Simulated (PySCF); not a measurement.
# Cobalt: a sound run and one with changed settings

Sound run: Co²⁺ [Ar] 3d7, Co³⁺ [Ar] 3d6. All numbers are calculated (PySCF 2.14, no relativity, point nucleus, in pcseg-2). The sound run starts from symmetry-adapted Hartree-Fock orbitals and uses a fine grid where one is needed.

A second run was set up differently.

| species | method | sound run (hartree) | changed run (hartree) | converged |
| --- | --- | --- | --- | --- |
| Co²⁺ | UHF | -1380.58409 | -1380.54475 | no |
| Co²⁺ | r2SCAN | -1381.79968 | -1381.68311 | no |
| Co²⁺ | M06-L | -1381.77071 | -1381.67035 | no |
| Co³⁺ | UHF | -1379.43280 | -1379.43010 | no |
| Co³⁺ | r2SCAN | -1380.55151 | -1380.52980 | no |
| Co³⁺ | M06-L | -1380.53641 | -1380.52123 | no |

Task: What was changed?
A. minimal basis
B. too few SCF iterations
C. basis contracted for another Hamiltonian
D. angular grid far too coarse

Result: B. It used initial guess atom, at most 3 SCF cycles. The SCF was stopped early; the energies are upper bounds that still move, and correlated levels were skipped or rest on poor orbitals.
